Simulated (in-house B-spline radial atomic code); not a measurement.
Radial electron density of Cl2+, [Ne] 3s2 3p3. Level of theory: non-relativistic AM05, spin-polarised, spherical fractional occupations, point nucleus; calculated with a radial B-spline atomic code at the basis-set limit.

Columns: r (bohr), 4πr²n(r) (electrons per bohr), bar.

```
 0.00346   0.4292 #
 0.00415   0.6032 #
 0.00497   0.8413 ##
 0.00594    1.163 ###
 0.00712    1.605 ####
 0.00852    2.192 #####
  0.0102    2.967 #######
  0.0122    3.967 #########
  0.0146    5.237 ############
  0.0175    6.821 ###############
   0.021    8.726 ####################
  0.0251    10.86 ########################
    0.03    13.15 ##############################
   0.036    15.49 ###################################
   0.043    17.51 #######################################
  0.0515    18.98 ###########################################
  0.0617    19.57 ############################################
  0.0739     19.1 ###########################################
  0.0884    17.67 ########################################
   0.106     15.7 ###################################
   0.127    13.95 ###############################
   0.152    13.23 ##############################
   0.182    13.98 ###############################
   0.218    15.97 ####################################
    0.26    18.15 #########################################
   0.312    19.28 ###########################################
   0.373    18.23 #########################################
   0.447    14.94 ##################################
   0.535    10.51 ########################
    0.64    6.516 ###############
   0.767    4.133 #########
   0.918    3.523 ########
     1.1    3.818 #########
    1.32    3.951 #########
    1.58    3.384 ########
    1.89    2.303 #####
    2.26    1.221 ###
     2.7   0.4952 #
    3.24    0.144 
    3.87  0.03078 
    4.64  0.00426 
    5.55 0.0003796
```

On this grid the curve has 3 maxima, near 0.0617, 0.312, 1.32 bohr.

The 3p up radial function P(r) = rR(r), positive near the nucleus:

```json
{"r (bohr)": "0.00497", "P": "0.001203"}
{"r (bohr)": "0.00712", "P": "0.002425"}
{"r (bohr)": "0.0102", "P": "0.004849"}
{"r (bohr)": "0.0146", "P": "0.009574"}
{"r (bohr)": "0.021", "P": "0.01877"}
{"r (bohr)": "0.03", "P": "0.03554"}
{"r (bohr)": "0.043", "P": "0.06557"}
{"r (bohr)": "0.0617", "P": "0.1158"}
{"r (bohr)": "0.0884", "P": "0.1915"}
{"r (bohr)": "0.127", "P": "0.2903"}
{"r (bohr)": "0.182", "P": "0.3844"}
{"r (bohr)": "0.26", "P": "0.414"}
{"r (bohr)": "0.373", "P": "0.2968"}
{"r (bohr)": "0.535", "P": "-0.01536"}
{"r (bohr)": "0.767", "P": "-0.4497"}
{"r (bohr)": "1.1", "P": "-0.7955"}
{"r (bohr)": "1.58", "P": "-0.8185"}
{"r (bohr)": "2.26", "P": "-0.5244"}
{"r (bohr)": "3.24", "P": "-0.1926"}
{"r (bohr)": "4.64", "P": "-0.03517"}
```
